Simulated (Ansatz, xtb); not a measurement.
## A geometry optimisation of C2H3Sb with r2SCAN-D4/def2-SVP

The starting geometry of this gas-phase triplet was built from a drawn formula by distance geometry and a force field; its bonds are those of `[C]=[CH][SbH2]`.

| atom | x (Å) | y (Å) | z (Å) |
| --- | --- | --- | --- |
| C | -0.5903 | -2.4563 | -3.3875 |
| C | -1.1865 | -2.2723 | -2.1813 |
| Sb | -0.2090 | -1.0558 | -0.7417 |
| H | -2.1469 | -2.6821 | -1.9626 |
| H | -1.2817 | -1.6496 | 0.5246 |
| H | 0.9423 | -2.3149 | -0.4345 |

Q: Predict what becomes of its bonds when it is optimised with r2SCAN-D4/def2-SVP.

A: It keeps its bonds, and is `[C]=[CH][SbH2]`.

The energy falls by 0.17 eV over 20 steps:

```
step  E − E(last) (eV)
   1             0.171
   3             0.104
   5             0.019
   7             0.014
   9             0.011
  12             0.002
  14             0.001
  16             0.000
  18             0.000
  20             0.000
```

Final geometry (Å):

```yaml
atoms:
  - { symbol: C, position_ang: [-1.1301, -1.9836, -3.5421] }
  - { symbol: C, position_ang: [-1.1015, -2.3187, -2.2741] }
  - { symbol: Sb, position_ang: [0.0163, -1.1412, -0.7644] }
  - { symbol: H, position_ang: [-1.6360, -3.2087, -1.8955] }
  - { symbol: H, position_ang: [-1.2956, -1.2130, 0.3486] }
  - { symbol: H, position_ang: [0.6748, -2.5658, -0.0556] }
```

From the same start GFN2-xTB ends elsewhere, in pieces: H2Sb + C2H.

No frequencies were run, so the end isn't proven a minimum. Open shells are spin-unrestricted. The triplet needn't be the ground state. Atoms past krypton carry core potentials, without spin–orbit terms. Run with Ansatz 0.2.0, 73 s on 1 thread of Intel(R) Xeon(R) 6975P-C (Granite Rapids), on a shared host.
